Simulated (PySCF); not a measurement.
Species: C5H8Se.
Cartesian coordinates in Å at the PBE0-D3(BJ)/def2-SVP level; atoms count from 1:
```
atom  x, y, z in Å
C1     1.8154   -1.3373    1.5028
C2     1.4283   -0.8655    0.4563
C3     0.9368   -0.2862   -0.7876
C4    -0.4726    0.3129   -0.6838
C5    -0.5655    1.4405    0.3277
Se6   -1.8334   -1.0773   -0.3809
H7     2.1715   -1.7630    2.4223
H8     0.9525   -1.0561   -1.5757
H9     1.6333    0.5107   -1.1065
H10   -0.7403    0.6868   -1.6849
H11   -1.5794    1.8618    0.3590
H12   -0.3116    1.0824    1.3371
H13    0.1405    2.2480    0.0694
H14   -1.1966   -1.5725    0.8500
```

Method: core-valence-separated Tamm–Dancoff BHandHLYP/aug-pcX-1 (pcseg-1 on H, def2-SVPD on Se) in PySCF, non-relativistic, gas phase, PBE0-D3(BJ)/def2-SVP geometry. No empirical shift is added; at this level the pattern usually sits a few eV under experiment.

The lowest roots of each edge with f over 0.003 (five at most, numbered afresh; weaker and dark ones are left out), with transition dipoles (au) in the frame of the coordinates:

```csv
root,edge,E (eV),μx,μy,μz
1,C,283.56,0.0876,-0.0137,-0.0400
2,C,283.70,0.0791,0.0031,-0.0299
3,C,283.74,0.0231,0.1107,0.0427
4,C,283.78,-0.0147,-0.0385,-0.0121
5,C,285.03,0.0602,0.0632,-0.0173
```

Task: What are the oscillator strengths?

Result: f = (2/3) ΔE |μ|², with ΔE in hartree (27.2114 eV):

```
root  ΔE (Eh)  |μ|² (au)      f  core hole on
   1  10.4205   0.009461  0.066            C1
   2  10.4259   0.007160  0.050            C2
   3  10.4273   0.014611  0.102            C2
   4  10.4286   0.001845  0.013            C1
   5  10.4747   0.007918  0.055            C4
```

Task: Molecules are fixed in this frame and the field points along x. What effective strengths 3 f cos²θ do the roots have (θ between field and μ)?

Result: root 1 (C1): 0.160, root 2 (C2): 0.130, root 3 (C2): 0.011, root 4 (C1): 0.005, root 5 (C4): 0.076. Root 1 is the strongest. Averaged over all orientations cos²θ is 1/3, which gives f back.

 The BHandHLYP/aug-pcX-1 (pcseg-1 on H, def2-SVPD on Se) calculation is non-relativistic and has no spin–orbit coupling, an omission that weighs most on selenium.

One conformer stands for the species.
